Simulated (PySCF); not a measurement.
## Ar⁺: ionisation energy

Ar⁺ [Ne] 3s2 3p5 (2P) → Ar²⁺ [Ne] 3s2 3p4 (3P), as a difference of total energies. Computed with PySCF 2.14 in x2c-SVPall (4s3p1d, 18 functions), with the spin-free X2C one-electron Hamiltonian (Gaussian nucleus). Correlated levels: valence: [Ne] frozen. The calculations carry no spin-orbit coupling.

| method | ionisation energy (eV) | difference from reference (eV) |
| --- | --- | --- |
| UHF | 26.652 | -0.978 |
| M06-2X | 27.882 | +0.252 |
| PBE | 27.778 | +0.148 |
| MP2 (valence) | 27.305 | -0.325 |
| SCS-MP2 (valence) | 27.279 | -0.351 |
| CCSD (valence) | 27.242 | -0.388 |
| CCSD(T) (valence) | 27.241 | -0.389 |

Reference: 27.630 eV (measured; NIST Atomic Spectra Database, ionization energies).

The reference lies between the lowest fine-structure levels, while these numbers refer to the centres of the terms.

Errors of the correlated levels include the incompleteness of this basis and the frozen core.
